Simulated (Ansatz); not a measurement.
Geometry optimisation, RHF/def2-SVP in Ansatz.

Input:

```yaml
crystal:
  periodic: [false, false, false]
  atoms:
    - { symbol: B, position_ang: [-0.7217, -2.6393, 0.7307] }
    - { symbol: Al, position_ang: [0.5338, -1.072, 1.1841] }
    - { symbol: O, position_ang: [1.5963, -1.2011, 2.6388] }
    - { symbol: Si, position_ang: [0.6728, 0.8699, -0.1693] }
    - { symbol: C, position_ang: [1.0689, 0.3686, -1.9236] }
    - { symbol: Si, position_ang: [-1.4309, 1.8025, -0.1787] }
    - { symbol: H, position_ang: [-1.4493, -2.4918, -0.2186] }
    - { symbol: H, position_ang: [-0.7766, -3.5453, 1.3873] }
    - { symbol: H, position_ang: [1.102, -0.7936, 3.4329] }
    - { symbol: H, position_ang: [1.5835, 1.8161, 0.3894] }
    - { symbol: H, position_ang: [2.0621, -0.0927, -1.8801] }
    - { symbol: H, position_ang: [1.102, 1.2877, -2.5318] }
    - { symbol: H, position_ang: [0.2745, -0.3201, -2.3168] }
    - { symbol: H, position_ang: [-2.427, 0.8254, -0.6829] }
    - { symbol: H, position_ang: [-1.8031, 2.1474, 1.1986] }
    - { symbol: H, position_ang: [-1.4102, 3.0157, -1.0158] }
basis:
  gaussian: { orbitals: def2-SVP }
hamiltonian:
  xc: hf
relax:
  f_tol: 0.02
  max_steps: 50
```

Launched with:

```bash
$ ansatz run input.yaml --threads 2 --pin off --max-ram 3072MiB --backend cpu --events-out ev --progress --plain --runs-dir out
```

**Question.** Where does it end, and by what steps?

**Answer.** The run converged. After 25 steps the energy has fallen by 1.145 eV; H8 moved furthest, 1.38 Å.

```tsv
step	energy less start (eV)	largest force component (eV/Å)	accepted
0	0.0000	3.042	yes
1	-0.6642	1.485	yes
2	-0.7269	1.247	yes
3	-0.9112	0.462	yes
4	-0.7999	1.042	no
5	-0.9647	0.515	yes
6	-1.0104	0.477	yes
7	-1.0542	0.081	yes
8	-1.0731	0.143	yes
9	-1.0702	0.626	no
10	-1.0822	0.119	yes
11	-1.0909	0.165	yes
12	-1.0944	0.410	yes
13	-1.1137	0.281	yes
14	-1.1156	0.346	yes
15	-1.1348	0.158	yes
16	-1.1371	0.203	yes
17	-1.1405	0.141	yes
18	-1.1417	0.182	yes
19	-1.1431	0.105	yes
20	-1.1429	0.127	no
21	-1.1443	0.029	yes
22	-1.1446	0.022	yes
23	-1.1448	0.031	yes
24	-1.1449	0.028	yes
25	-1.1451	0.015	yes
```

```xyz
16
Properties=species:S:1:pos:R:3
B -0.626 -3.014 0.753
Al 0.324 -1.177 1.326
O 0.864 -1.095 2.936
Si 0.608 0.809 -0.163
C 1.082 0.349 -1.955
Si -1.393 2.092 -0.209
H -1.816 -3.177 0.838
H -0.020 -3.956 0.311
H 1.300 -0.425 3.432
H 1.661 1.711 0.391
H 2.029 -0.195 -1.984
H 1.190 1.241 -2.575
H 0.318 -0.286 -2.411
H -2.508 1.282 -0.769
H -1.783 2.505 1.165
H -1.252 3.314 -1.043
```

Whether the end is a true minimum wasn't checked by a vibrational analysis.

Time of the run: 82 s on 2 threads of Arm Neoverse V2, with other jobs on the host, peak memory 0.4 GiB.
